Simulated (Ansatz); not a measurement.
Coupled-cluster diagnostics for La₂O₃⁻, Ansatz.

Geometry of the doublet (PBE0-D4/def2-SVPD):

| atom | x (Å) | y (Å) | z (Å) |
| --- | --- | --- | --- |
| La1 | -1.235 | -0.058 | -0.333 |
| La2 | 1.810 | 0.865 | 0.986 |
| O3 | 0.142 | -0.290 | 1.572 |
| O4 | -1.422 | -1.729 | -1.445 |
| O5 | 0.704 | 1.212 | -0.780 |

In the def2 sets La takes a core potential; there is no spin–orbit coupling. Correlated methods freeze 3 core orbitals; core or outer-core shells of La are correlated, in sets that lack core-valence functions. Another isomer (doublet) lies 0.45 eV lower at PBE0-D4/def2-TZVPD; other spin states weren't run for this one.

Problem. Estimate the CCSD(T) correlation energy, the shares of MP2 and (T), T1 and the reference's ⟨S²⟩ for: charge -1, doublet, own geometry in def2-SVPD; and the rough time on 4 threads of Intel Xeon on a shared host.

Solution. 
```tsv
state	basis	correlation (eV)	MP2 share (%)	(T) share (%)	T1	⟨S²⟩ (pure)	wall time
charge -1, doublet, own geometry	def2-SVPD	-28.546	98.5	4.8	0.033	0.75 (0.75)	3.7 min
```
Customary marks for T1 are 0.02 (closed shells), 0.045 (open shells) and about 0.05 (3d metals). T1 exceeds 0.02 in 1 of 1 rows and 0.045 in 0; the higher it lies, the less the single-reference result can be trusted.
